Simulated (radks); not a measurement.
Problem. Species: Er41+. Configuration: [Ar] 3d9. All-electron calculation, Dirac Kohn-Sham, LB94 model potential, spin-unpolarised, spherical densities, finite nucleus; open shells fill j = l - 1/2 first; Fermi nuclear charge, rms radius 5.2516 fm. Program: a radial shooting solver on a logarithmic mesh with Libxc functionals. Some entries of the table are withheld. Estimate them.

orbital,occ.,eigenvalue (eV),<1/r> (bohr^-1)
1s1/2,2,-59518.12,77.62
2s1/2,2,-11638.21,(1)
2p1/2,2,-11199.79,18.72
2p3/2,4,-10269.29,16.23
3s1/2,2,-4013.103,7.000
3p1/2,2,-3822.973,(2)
3p3/2,4,-3617.364,(3)
3d3/2,4,-3299.716,6.196
3d5/2,5,-3253.417,6.040
4s1/2,0,-2004.177,(4)
4p1/2,0,-1924.838,3.444
4p3/2,0,-1853.033,3.225

Solution. 
(1) 2s1/2 <1/r> (bohr^-1): 18.73
(2) 3p1/2 <1/r> (bohr^-1): 6.936
(3) 3p3/2 <1/r> (bohr^-1): 6.298
(4) 4s1/2 <1/r> (bohr^-1): 3.496
